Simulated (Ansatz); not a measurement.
Cost and result for the atomization energy of C6H16Sn, SMILES `C[CH](C)[SnH2][CH](C)C` (23 atoms, 22 bonds).

Z-matrix (Å, degrees):
```
C
C 1 1.521
H 1 1.093 2 112.2
H 1 1.094 2 111.4 3 120.7
H 1 1.097 2 110.9 3 -120.2
Sn 2 2.166 1 111.4 3 -58.4
C 2 1.522 1 111.8 3 177.4
H 2 1.096 1 108.8 3 57.1
C 6 2.166 2 110.7 1 -178.9
H 6 1.720 2 110.1 1 60.9
H 6 1.720 2 108.7 1 -57.8
H 7 1.093 2 112.4 1 -177.2
H 7 1.097 2 110.9 1 -57.0
H 7 1.095 2 111.4 1 62.1
C 9 1.521 6 111.4 2 -178.8
C 9 1.522 6 110.5 2 -53.9
H 9 1.096 6 105.2 2 63.5
H 15 1.093 9 112.2 6 -58.4
H 15 1.097 9 110.9 6 -178.6
H 15 1.094 9 111.4 6 62.3
H 16 1.093 9 112.4 6 58.2
H 16 1.095 9 111.4 6 -62.6
H 16 1.097 9 110.9 6 178.4
```

Charge 0, multiplicity 1. Correlated methods include outer-core shells of Sn, which these sets cover unevenly. Sn takes the def2 core potential. The structure was optimised at the PBE0-D4/def2-TZVP level. It is one conformer, not always the lowest. Program: Ansatz. All runs use 4 threads of an AMD EPYC 7R13 on a shared host and a share of an NVIDIA H100 80 GB. Times are those of one run each, without the atoms' runs, and a repeat can differ threefold. Electronic energies, without spin–orbit coupling; frozen cores. CCSD(T)/CBS adds CCSD(T) − MP2 in def2-TZVPP to the MP2 limit, and its time is that of the two runs behind it. T1 = 0.011. With those shells the extrapolation isn't a true limit. B3LYP takes the VWN-RPA correlation (the form of Gaussian; ORCA's B3LYP/G). HSE06 is the plane-wave form, built on full-range PBE exchange.

CCSD(T)/CBS is a level of theory with its own doubt, some kJ/mol a heavy atom from the limit and from the frozen cores, so smaller differences don't rank the functionals.

```json
{"level": "PBE0-D4/def2-TZVPP", "functions": "460", "wall time": "3 s", "atomization (kcal/mol)": "2041.0", "difference from CCSD(T)/CBS": "2.5", "per bond": "0.1"}
{"level": "HSE06-D4/def2-TZVPP", "functions": "460", "wall time": "3.2 s", "atomization (kcal/mol)": "2041.8", "difference from CCSD(T)/CBS": "3.3", "per bond": "0.1"}
{"level": "CCSD(T)/def2-SVP", "functions": "190", "wall time": "3.4 s", "atomization (kcal/mol)": "1952.2", "difference from CCSD(T)/CBS": "-86.3", "per bond": "-3.9"}
{"level": "ωB97X-V/def2-TZVPP", "functions": "460", "wall time": "3.6 s", "atomization (kcal/mol)": "2037.8", "difference from CCSD(T)/CBS": "-0.7", "per bond": "0.0"}
{"level": "LDA (SPW92)/def2-TZVPP", "functions": "460", "wall time": "4.2 s", "atomization (kcal/mol)": "2294.2", "difference from CCSD(T)/CBS": "255.7", "per bond": "11.6"}
{"level": "CAM-B3LYP-D4/def2-TZVPP", "functions": "460", "wall time": "4.3 s", "atomization (kcal/mol)": "2041.0", "difference from CCSD(T)/CBS": "2.5", "per bond": "0.1"}
{"level": "ωB97M-V/def2-TZVPP (with forces)", "functions": "460", "wall time": "4.6 s", "atomization (kcal/mol)": "2036.1", "difference from CCSD(T)/CBS": "-2.4", "per bond": "-0.1"}
{"level": "BLYP-D4/def2-TZVPP", "functions": "460", "wall time": "4.7 s", "atomization (kcal/mol)": "2017.4", "difference from CCSD(T)/CBS": "-21.1", "per bond": "-1.0"}
{"level": "B3LYP-D4/def2-TZVPP (with forces)", "functions": "460", "wall time": "4.9 s", "atomization (kcal/mol)": "2032.8", "difference from CCSD(T)/CBS": "-5.7", "per bond": "-0.3"}
{"level": "PBE-QIDH/def2-TZVPP", "functions": "460", "wall time": "5.5 s", "atomization (kcal/mol)": "2028.5", "difference from CCSD(T)/CBS": "-10.0", "per bond": "-0.5"}
{"level": "MP2/def2-QZVPP", "functions": "904", "wall time": "7 s", "atomization (kcal/mol)": "2028.0", "difference from CCSD(T)/CBS": "-10.5", "per bond": "-0.5"}
{"level": "CCSD(T)/def2-TZVPP", "functions": "460", "wall time": "22 s", "atomization (kcal/mol)": "1996.4", "difference from CCSD(T)/CBS": "-42.1", "per bond": "-1.9"}
{"level": "CCSD(T)/CBS(def2)", "functions": "–", "wall time": "29 s", "atomization (kcal/mol)": "2038.5", "difference from CCSD(T)/CBS": "0.0", "per bond": "0.0"}
```

From r2SCAN to r2SCAN0 (25 % exact exchange), in def2-TZVPP and without D4, the atomization energy moves by −15.1 kcal/mol: exact exchange takes away binding that semilocal exchange gives to molecules. The D4 term adds +20.4 kcal/mol with B3LYP and +11.0 kcal/mol with PBE0; it sums over pairs of atoms, weighted by their polarisabilities, and B3LYP, whose exchange is more repulsive, gets the larger term. In def2-TZVPP, CCSD(T) changes the Hartree–Fock value by +465.2 kcal/mol (the triples alone add +23.6 kcal/mol) and MP2 by +472.1 kcal/mol; breaking electron pairs costs correlation energy, which Hartree–Fock lacks.

Spin–orbit coupling would lower the free Sn atoms strongly, and the atomization energy with them, by more than many differences here. For some Ge, Se and Sn compounds the MP2-based and the directly extrapolated limit differ by 10 to 25 kJ/mol.
